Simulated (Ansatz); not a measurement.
## Ligand exchange: NaBr + BH2(OH) → NaOH + BH2Br

Gas-phase species: NaBr, singlet; BH2(OH), singlet; NaOH `[OH][Na]`, singlet; BH2Br `BBr`, singlet. The partners trade Br for OH: Na–Br and B–OH bonds give way to Na–OH and B–Br.

Shapes, held fixed at every level: PBE0-D4/def2-TZVP. Programs: Ansatz 0.2.0. The zero-point and thermal change to 298 K, harmonic and unscaled (PBE0-D4/def2-TZVP), is -8.6 kJ/mol.

```csv
level,kind,ΔH(298 K) (kJ/mol),less CCSD(T)/def2-TZVPP
HF/def2-SVP,Hartree–Fock,+275.0,+53.5
HF/def2-TZVPP,Hartree–Fock,+260.5,+39.0
SPW92/def2-TZVPP,LDA,+222.7,+1.2
PBE-D4/def2-TZVPP,GGA,+216.1,-5.4
B3LYP-D4/def2-TZVPP,global hybrid,+225.7,+4.2
r2SCAN0-D4/def2-TZVPP,global hybrid,+233.7,+12.2
CCSD/def2-TZVPP,coupled cluster or CI,+225.1,+3.6
CCSD(T)/def2-TZVPP,coupled cluster or CI,+221.5,0.0
```

The highest level, CCSD(T)/def2-TZVPP, gives ΔH(298 K) = +221.5 kJ/mol; the levels span +216.1 to +275.0. The column of differences is taken from that level and isn't an error. No measured value is set beside it here. Relativity is left out for Br. Outer-core shells of Br, Na are correlated, in sets that cover them unevenly. Sets without diffuse functions underbind ionic bonds of s-block metals.
